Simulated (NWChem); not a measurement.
Molecule: H2SeSO; SMILES O[Se]S

```xyz
5

Se     0.4005     0.4747    -0.0009
O     -1.1555     1.3844    -0.0657
H     -1.4714     1.4640     0.8447
S     -0.2204    -1.6205     0.0584
H     -0.3710    -1.8243    -1.2734
```
Atoms are numbered in this order, from 1.

Computed with NWChem. Geometry: optimised at PBE0/def2-SVP. Static field.

For level BHandHLYP/aug-cc-pVDZ:

| Item | Result |
|---|---|
| isotropic polarisability (bohr³) | 54.3 |
| anisotropy (bohr³) | 25.0 |

Question: What are these values for level LDA (Slater exchange, VWN5)/aug-cc-pVDZ?

Answer: 
- isotropic polarisability (bohr³): 58.0
- anisotropy (bohr³): 27.7
